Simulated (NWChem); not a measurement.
# SbH₂Br; SMILES [Br][SbH2]

Results from NWChem. The geometry was optimised at PBE0/def2-SVP. def2 effective core potentials on Sb; no spin-orbit coupling. B3LYP is NWChem's, with the RPA form of VWN correlation. Vertical excitations in the gas phase; the lowest state need not have the same character in each row.

| level | lowest excitation, singlet (eV) | oscillator strength of that lowest state | lowest state with f > 0.02, singlet (eV) | lowest triplet (eV) | orbital gap (eV) |
|---|---|---|---|---|---|
| PBE/def2-SVP, full TDDFT | 4.01 | 0.016 | 5.41 | 3.36 | 3.68 |
| B3LYP/def2-SVP, full TDDFT | 4.21 | 0.021 | 4.21 | 3.50 | 5.16 |
| BHandHLYP/def2-SVP, full TDDFT | 4.55 | 0.035 | 4.55 | 3.60 | 7.43 |
| Hartree-Fock/def2-SVP, TDHF | 5.04 | 0.079 | 5.04 | 3.36 | 11.18 |
